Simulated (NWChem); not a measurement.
Molecule: CH6CuNO; SMILES C[O][Cu]<-[NH3]

```xyz
10

Cu     0.0295    -0.3382    -0.0032
O      0.4779     1.3365    -0.0067
C     -0.4145     2.4126     0.0004
H     -1.0638     2.4414     0.8951
H      0.1507     3.3600    -0.0071
H     -1.0820     2.4383    -0.8810
N     -0.2016    -2.1889    -0.0003
H      0.1070    -2.6245    -0.8745
H     -1.1782    -2.4683     0.1275
H      0.3249    -2.6438     0.7516
```
Atoms are numbered in this order, from 1.

Level: B3LYP/6-31G* (spherical d) (NWChem), optimised geometry, unscaled harmonic frequencies. 

| frequency (cm⁻¹) | IR intensity (km/mol) |
|---|---|
| 26 | 1.4 |
| 84 | 14.7 |
| 97 | 8.7 |
| 149 | 0.1 |
| 235 | 0.3 |
| 512 | 10.5 |
| 645 | 19.8 |
| 679 | 29.2 |
| 681 | 19.9 |
| 1133 | 214.8 |
| 1181 | 0.0 |
| 1218 | 25.8 |
| 1333 | 129.8 |
| 1517 | 71.7 |
| 1526 | 0.1 |
| 1532 | 10.8 |
| 1698 | 21.4 |
| 1701 | 21.1 |
| 2933 | 177.7 |
| 2961 | 98.5 |
| 2996 | 124.4 |
| 3402 | 4.3 |
| 3485 | 25.9 |
| 3493 | 27.1 |

```yaml
zero_point_energy: 50.3 kcal/mol
thermal correction to the enthalpy at 298.15 K (with zero-point energy): 55.3 kcal/mol
heat capacity Cv: 20.5 cal/(mol K)
entropy at 298.15 K and 1 atm (symmetry number 1): 84.7 cal/(mol K)
dipole_moment: 6.88 D
```

Rigid rotor and harmonic oscillator; modes under 100 cm⁻¹ make the entropy uncertain.
